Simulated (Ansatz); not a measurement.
Geometry optimisation, UKS PBE/def2-SVP in Ansatz 0.2.0.

input.yaml

```yaml
crystal:
  periodic: [false, false, false]
  atoms:
    - { symbol: W, position_ang: [0.000204, 0.000204, -0.130469] }
    - { symbol: H, position_ang: [0.006963, 0.006963, 1.606315] }
    - { symbol: F, position_ang: [1.842699, 0.00155, 0.035512] }
    - { symbol: F, position_ang: [0.00155, 1.842699, 0.035512] }
    - { symbol: F, position_ang: [-1.840856, 0.00125, 0.043992] }
    - { symbol: F, position_ang: [0.00125, -1.840856, 0.043992] }
    - { symbol: F, position_ang: [-0.003994, -0.003994, -2.039486] }
    - { symbol: Cl, position_ang: [-0.007816, -0.007816, 4.164633] }
magnetization:
  spin_polarized: true
  initial_magnetization: 1
basis:
  gaussian: { orbitals: def2-SVP }
hamiltonian:
  xc: pbe
relax:
  f_tol: 0.03
  max_steps: 50
output:
  orbitals: {}
```

Command:

```bash
$ ansatz run input.yaml --threads 4 --pin off --max-ram 5120MiB --backend cpu --events-out ev --progress --plain --runs-dir out
```

Where does it end, and by what steps?

It converged. The force dipped under the threshold on the way, but the program's further checks kept it going. After 49 steps the energy has fallen by 2.416 eV; H2 moved furthest, 1.57 Å. Parted: W1–H2 (1.74 → 3.18 Å). Joined: W1–Cl8 (4.30 → 2.82 Å), H2–Cl8 (2.56 → 1.30 Å).

```tsv
step	energy less start (eV)	largest force component (eV/Å)	accepted
0	0.0000	0.754	yes
2	-0.2197	0.921	yes
4	-0.7546	1.270	yes
6	-1.5862	3.564	yes
8	-1.9146	1.903	yes
10	-2.1073	0.392	yes
12	-2.2330	0.929	yes
14	-2.3068	0.105	yes
16	-2.3373	0.202	yes
18	-2.3409	0.140	yes
20	-2.3443	0.052	yes
22	-2.3443	0.033	yes
24	-2.3444	0.033	yes
26	-2.3448	0.022	yes
28	-2.3385	0.714	no
30	-2.3486	0.401	yes
32	-2.3557	0.044	yes
34	-2.3646	0.218	yes
36	-2.3702	0.460	yes
38	-2.3826	0.188	yes
40	-2.3913	0.134	yes
42	-2.4026	0.202	yes
44	-2.4083	0.121	yes
46	-2.4145	0.129	yes
48	-2.4158	0.045	yes
49	-2.4161	0.018	yes
```

```xyz
8
Properties=species:S:1:pos:R:3
W -0.135 -0.036 -0.143
H 0.977 0.168 2.832
F 1.630 0.107 0.452
F -0.234 1.873 -0.211
F -1.950 -0.140 0.214
F 0.015 -1.940 -0.048
F 0.011 -0.109 -2.001
Cl -0.314 0.076 2.665
```

Whether the end is a true minimum wasn't checked by a vibrational analysis.

The run took 80 s on 4 threads of AMD EPYC 9R45 96-Core Processor (Zen 5), with other jobs on the host, peak memory 0.37 GiB.
